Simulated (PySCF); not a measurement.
PySCF job for methyl(methylsilylmethoxy)silane (C3H12OSi2), SMILES C[SiH2]CO[SiH2]C, TDA-CAM-B3LYP/def2-SVPD. Coordinates come from a B3LYP-D3(BJ)/def2-SVP optimisation. One conformer was computed; it need not be the lowest.

```python
import numpy as np
from pyscf import gto, scf, dft, tdscf

mol = gto.M(
    atom='''
    C    -2.94936666    0.60042395   -0.39146336
    Si   -1.90841477   -0.91706327   -0.77862852
    C    -0.29713461   -0.84092022    0.23044238
    O     0.33632434    0.39903377   -0.06903477
    Si    1.72766838    0.93320418    0.69562993
    C     3.19558125   -0.17354273    0.31488574
    H    -2.34640768    1.50542611   -0.56461615
    H    -3.84982453    0.65230674   -1.02323342
    H    -3.26841000    0.59849762    0.66327051
    H    -1.56398570   -0.96270102   -2.23047060
    H    -2.63053030   -2.17936314   -0.42505470
    H    -0.52581880   -0.92144452    1.31314725
    H     0.35801759   -1.70030752   -0.01453204
    H     1.95645529    2.31174947    0.18689033
    H     1.49830914    0.96823400    2.17500502
    H     4.10861173    0.21923830    0.79260185
    H     3.37309332   -0.22802950   -0.77114499
    H     3.03586476   -1.19761533    0.68920675
    ''',
    basis='def2-SVPD',
    charge=0,
    spin=0,
    max_memory=1600,
    verbose=4,
)
mf = dft.RKS(mol, xc='cam-b3lyp').density_fit(auxbasis='def2-universal-jkfit')
mf.grids.level = 3
mf.conv_tol = 1e-9
mf.max_cycle = 100
mf.kernel()
mf.grids = dft.Grids(mol).set(level=1).build(with_non0tab=True)  # coarser grid for the response kernel
td = tdscf.TDA(mf)
td.singlet = True
td.nstates = 6
td.conv_tol = 1e-4
td.positive_eig_threshold = 1e-6
td.kernel(x0=td.get_init_guess(mf, 11))
td.analyze()
tt = tdscf.TDA(mf)
tt.singlet = False
tt.nstates = 2
tt.conv_tol = 1e-4
tt.positive_eig_threshold = 1e-6
tt.kernel(x0=tt.get_init_guess(mf, 7))
tt.analyze(verbose=3)
```

Output:

```
PySCF version 2.14.0

[INPUT] verbose = 4
[INPUT] num. atoms = 18
[INPUT] num. electrons = 66
[INPUT] charge = 0
[INPUT] spin (= nelec alpha-beta = 2S) = 0
[INPUT] symmetry False subgroup None
[INPUT] Mole.unit = angstrom
[INPUT] Symbol           X                Y                Z      unit          X                Y                Z       unit  Magmom
[INPUT]  1 C     -2.949366660000   0.600423950000  -0.391463360000 AA   -5.573495228323   1.134636824130  -0.739758538202 Bohr   0.0
[INPUT]  2 Si    -1.908414770000  -0.917063270000  -0.778628520000 AA   -3.606381247375  -1.732998419198  -1.471394655575 Bohr   0.0
[INPUT]  3 C     -0.297134610000  -0.840920220000   0.230442380000 AA   -0.561503035029  -1.589108908409   0.435472985693 Bohr   0.0
[INPUT]  4 O      0.336324340000   0.399033770000  -0.069034770000 AA    0.635560891625   0.754064539753  -0.130456808372 Bohr   0.0
[INPUT]  5 Si     1.727668380000   0.933204180000   0.695629930000 AA    3.264820072271   1.763500318499   1.314550051750 Bohr   0.0
[INPUT]  6 C      3.195581250000  -0.173542730000   0.314885740000 AA    6.038773371295  -0.327948230609   0.595047809131 Bohr   0.0
[INPUT]  7 H     -2.346407680000   1.505426110000  -0.564616150000 AA   -4.434067891776   2.844843048669  -1.066969889006 Bohr   0.0
[INPUT]  8 H     -3.849824530000   0.652306740000  -1.023233420000 AA   -7.275113989332   1.232681087808  -1.933630925302 Bohr   0.0
[INPUT]  9 H     -3.268410000000   0.598497620000   0.663270510000 AA   -6.176399762790   1.130996588004   1.253399610401 Bohr   0.0
[INPUT] 10 H     -1.563985700000  -0.962701020000  -2.230470600000 AA   -2.955504635736  -1.819241267639  -4.214978562894 Bohr   0.0
[INPUT] 11 H     -2.630530300000  -2.179363140000  -0.425054700000 AA   -4.970981829370  -4.118399460572  -0.803236970959 Bohr   0.0
[INPUT] 12 H     -0.525818800000  -0.921444520000   1.313147250000 AA   -0.993653523147  -1.741277781781   2.481488663726 Bohr   0.0
[INPUT] 13 H      0.358017590000  -1.700307520000  -0.014532040000 AA    0.676555192877  -3.213115540338  -0.027461575631 Bohr   0.0
[INPUT] 14 H      1.956455290000   2.311749470000   0.186890330000 AA    3.697164673057   4.368573366908   0.353171539030 Bohr   0.0
[INPUT] 15 H      1.498309140000   0.968234000000   2.175005020000 AA    2.831393924533   1.829697084492   4.110163807354 Bohr   0.0
[INPUT] 16 H      4.108611730000   0.219238300000   0.792601850000 AA    7.764150921875   0.414300343015   1.497800422324 Bohr   0.0
[INPUT] 17 H      3.373093320000  -0.228029500000  -0.771144990000 AA    6.374222567400  -0.430913303322  -1.457252833430 Bohr   0.0
[INPUT] 18 H      3.035864760000  -1.197615330000   0.689206750000 AA    5.736952947618  -2.263164976281   1.302412000702 Bohr   0.0

nuclear repulsion = 369.640053031187
number of shells = 101
number of NR pGTOs = 327
number of NR cGTOs = 227
basis = def2-SVPD
ecp = {}


******** <class 'pyscf.df.df_jk.DFRKS'> ********
method = DFRKS
initial guess = minao
damping factor = 0
level_shift factor = 0
DIIS = <class 'pyscf.scf.diis.CDIIS'>
diis_start_cycle = 1
diis_space = 8
diis_damp = 0
SCF conv_tol = 1e-09
SCF conv_tol_grad = None
SCF max_cycles = 100
direct_scf = False
XC library pyscf.dft.libxc version 7.1.2
    S. Lehtola, C. Steigemann, M. J. T. Oliveira, and M. A. L. Marques,  SoftwareX 7, 1–5 (2018)
XC functionals = cam-b3lyp
    T. Yanai, D. P. Tew, and N. C. Handy,  Chem. Phys. Lett. 393, 51 (2004)
radial grids:
    Treutler-Ahlrichs [JCP 102, 346 (1995); DOI:10.1063/1.469408] (M4) radial grids

becke partition: Becke, JCP 88, 2547 (1988); DOI:10.1063/1.454033
pruning grids: <function nwchem_prune>
grids dens level: 3
symmetrized grids: False
atomic radii adjust function: <function treutler_atomic_radii_adjust>
small_rho_cutoff = 0
Set gradient conv threshold to 3.16228e-05
Initial guess from minao.
tot grids = 212496
******** <class 'pyscf.df.df.DF'> ********
auxbasis = def2-universal-jkfit
Create RSH-DF object <pyscf.df.df.DF object> for omega=0.33
******** <class 'pyscf.df.df.DF'> ********
auxbasis = auxmol.basis = def2-universal-jkfit
init E= -775.453488787119
  HOMO = -0.326583808844921  LUMO = -0.0129101545233654  gap/eV = 8.53549
cycle= 1 E= -775.286619326877  delta_E= 0.167  |g|= 0.682  |ddm|= 5.03
  HOMO = -0.219353636696551  LUMO = 0.044920803706908  gap/eV = 7.19127
cycle= 2 E= -775.22267841394  delta_E= 0.0639  |g|= 0.919  |ddm|= 1.53
  HOMO = -0.345023458697731  LUMO = 0.0426839333031039  gap/eV = 10.55006
cycle= 3 E= -775.382120934753  delta_E= -0.159  |g|= 0.083  |ddm|= 0.823
  HOMO = -0.340525830096667  LUMO = 0.0428049442203955  gap/eV = 10.43096
cycle= 4 E= -775.383387552827  delta_E= -0.00127  |g|= 0.0346  |ddm|= 0.137
  HOMO = -0.341289092702175  LUMO = 0.0433928915425836  gap/eV = 10.46773
cycle= 5 E= -775.383694735854  delta_E= -0.000307  |g|= 0.00441  |ddm|= 0.0465
  HOMO = -0.341633943303484  LUMO = 0.0432529334886471  gap/eV = 10.47331
cycle= 6 E= -775.383699927127  delta_E= -5.19e-06  |g|= 0.000647  |ddm|= 0.0104
  HOMO = -0.341604615354152  LUMO = 0.0432688346048056  gap/eV = 10.47294
cycle= 7 E= -775.383700075532  delta_E= -1.48e-07  |g|= 0.000266  |ddm|= 0.00194
  HOMO = -0.341580896010045  LUMO = 0.0432735470664918  gap/eV = 10.47242
cycle= 8 E= -775.383700094952  delta_E= -1.94e-08  |g|= 7.59e-05  |ddm|= 0.000518
  HOMO = -0.341595229855749  LUMO = 0.0432705236208473  gap/eV = 10.47273
cycle= 9 E= -775.383700096821  delta_E= -1.87e-09  |g|= 1.61e-05  |ddm|= 0.00014
  HOMO = -0.341592368052951  LUMO = 0.0432714075426466  gap/eV = 10.47268
cycle= 10 E= -775.383700096948  delta_E= -1.28e-10  |g|= 2.99e-06  |ddm|= 4.6e-05
  HOMO = -0.341593000400196  LUMO = 0.0432712963392654  gap/eV = 10.47269
Extra cycle  E= -775.383700096954  delta_E= -5.91e-12  |g|= 1.98e-06  |ddm|= 9.85e-06
converged SCF energy = -775.383700096954
tot grids = 63208
Overwritten attributes  positive_eig_threshold  of <class 'pyscf.tdscf.rks.TDA'>


******** <class 'pyscf.tdscf.rks.TDA'> for <class 'pyscf.df.df_jk.DFRKS'> ********
nstates = 6 singlet
deg_eia_thresh = 1.000e-03
wfnsym = None
conv_tol = 0.0001
eigh lindep = 1e-12
eigh level_shift = 0
eigh max_cycle = 100


Excitation energies (eV)
[7.34298282 7.52165096 7.71236928 7.90976907 8.18355492 8.32995108]

** Singlet excitation energies and oscillator strengths **
Excited State   1:      7.34298 eV    168.85 nm  f=0.0013
      32 -> 34       -0.14356
      32 -> 35        0.15192
      32 -> 36        0.13402
      32 -> 37       -0.13420
      33 -> 34        0.41546
      33 -> 35       -0.33199
      33 -> 36       -0.23889
      33 -> 37        0.20846
Excited State   2:      7.52165 eV    164.84 nm  f=0.0132
      32 -> 34       -0.36271
      32 -> 35        0.36562
      32 -> 36        0.25305
      32 -> 37       -0.20887
      33 -> 34       -0.25127
      33 -> 35        0.12670
Excited State   3:      7.71237 eV    160.76 nm  f=0.0018
      32 -> 34        0.17620
      33 -> 34       -0.42408
      33 -> 35       -0.44521
      33 -> 37        0.16448
Excited State   4:      7.90977 eV    156.75 nm  f=0.0903
      32 -> 34       -0.45685
      32 -> 35       -0.38877
      32 -> 37        0.10119
      33 -> 35       -0.10069
      33 -> 36        0.18671
      33 -> 37        0.11767
      33 -> 38       -0.12980
Excited State   5:      8.18355 eV    151.50 nm  f=0.0122
      31 -> 35        0.10347
      32 -> 37        0.14335
      33 -> 35        0.30244
      33 -> 36       -0.25513
      33 -> 37        0.37107
      33 -> 38       -0.17900
      33 -> 39        0.20556
      33 -> 43       -0.10033
Excited State   6:      8.32995 eV    148.84 nm  f=0.0326
      30 -> 35        0.18107
      32 -> 34        0.19848
      32 -> 36        0.10452
      32 -> 37       -0.16724
      32 -> 38        0.17700
      33 -> 36        0.31221
      33 -> 37        0.16852
      33 -> 38       -0.36053
      33 -> 41        0.10254

** Transition electric dipole moments (AU) **
state          X           Y           Z        Dip. S.      Osc.
  1         0.0175     -0.0703      0.0440      0.0072      0.0013
  2         0.1113      0.2194     -0.1041      0.0714      0.0132
  3         0.0274      0.0661     -0.0652      0.0094      0.0018
  4        -0.5806      0.1051     -0.3435      0.4662      0.0903
  5        -0.1073      0.1862      0.1218      0.0610      0.0122
  6        -0.3483      0.1439      0.1335      0.1598      0.0326

** Transition velocity dipole moments (imaginary part, AU) **
state          X           Y           Z        Dip. S.      Osc.
  1        -0.0133      0.0034      0.0129      0.0004      0.0009
  2         0.0285      0.0420      0.0051      0.0026      0.0063
  3         0.0083      0.0318     -0.0164      0.0013      0.0032
  4        -0.1540      0.0234     -0.0964      0.0336      0.0770
  5        -0.0383      0.0625      0.0146      0.0056      0.0124
  6        -0.1131      0.0457      0.0577      0.0182      0.0396

** Transition magnetic dipole moments (imaginary part, AU) **
state          X           Y           Z
  1        -0.0783     -0.5594     -0.2838
  2        -0.1815     -0.1826      0.3753
  3        -0.1858     -0.1191      0.7620
  4        -0.0082      0.2535      0.0527
  5        -0.0448      0.4276     -0.0017
  6         0.2944      0.1477     -0.5042


******** <class 'pyscf.tdscf.rks.TDA'> for <class 'pyscf.df.df_jk.DFRKS'> ********
nstates = 2 triplet
deg_eia_thresh = 1.000e-03
wfnsym = None
conv_tol = 0.0001
eigh lindep = 1e-12
eigh level_shift = 0
eigh max_cycle = 100


Excitation energies (eV)
[7.02052374 7.15390461]

** Triplet excitation energies and oscillator strengths **
Excited State   1:      7.02052 eV    176.60 nm  f=0.0000
Excited State   2:      7.15390 eV    173.31 nm  f=0.0000
```

Self-consistency was reached.
